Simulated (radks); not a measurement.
Problem. The mean radii <r> (bohr) of the occupied orbitals of an atom or ion are listed with their occupations. All-electron calculation, scalar-relativistic Kohn-Sham, PBE, spin-unpolarised, spherical densities, point nucleus. Program: a radial shooting solver on a logarithmic mesh with Libxc functionals.

orbital  occ.      <r>
1s          2  0.02720
2s          2   0.1149
2p          6   0.1001

Name the element and its charge.

Solution. Z = 53, iodine, charge +43: I43+ in [Ne]. The 1s radius gives Z: for a bare nucleus <r> = (2 gamma + 1)/(2Z) with gamma = sqrt(1 - (Z/c)^2), 0.02683 bohr for Z = 53, and screening makes it slightly larger (0.02720 here). The occupations add up to 10, and the charge is Z minus that.
